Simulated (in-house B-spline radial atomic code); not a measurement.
Configurations of the zirconium ion Zr²⁺, with energies counted from [Kr] (4d3/2)2. Level of theory: Dirac-Hartree-Fock, average of each configuration as written, Fermi nucleus of rms radius 4.2694 fm; calculated with a B-spline radial code for spherical atoms. Energies include first-order Breit, QED and recoil terms.

Occupations are held fixed; configurations that lie above the ionisation limit could autoionise.

```csv
configuration,E - E(ref) (eV),highest orbital,its <r> (bohr)
[Kr] (4d5/2)2,0.27651,4d5/2,2.011
[Kr] (4d3/2)1 (6p1/2)1,13.377,6p1/2,7.193
[Kr] (4d5/2)1 (6g9/2)1,18.404,6g9/2,14.64
[Ar] 3d10 4s2 (4p1/2)1 (4p3/2)4 (4d3/2)2 (7p3/2)1,50.836,7p3/2,11.61
[Ar] (3d3/2)4 (3d5/2)5 4s2 4p6 (4d3/2)2 5s1,183.78,5s1/2,3.114
```

(1) Order these further configurations by energy, lowest first.
A. [Kr] (4d3/2)1 (4d5/2)1
B. [Ar] 3d10 4s2 (4p1/2)2 (4p3/2)3 (4d5/2)2 (6d3/2)1
C. [Ar] 3d10 4s2 (4p1/2)1 (4p3/2)4 (4d5/2)2 (6f5/2)1
D. [Kr] (4d5/2)1 (7p1/2)1
E. [Ar] 3d10 4s2 (4p1/2)1 (4p3/2)4 (4d5/2)2 (8f7/2)1

Results:

(1) A (0.24864 eV), D (16.634 eV), B (47.799 eV), C (50.602 eV), E (52.117 eV).
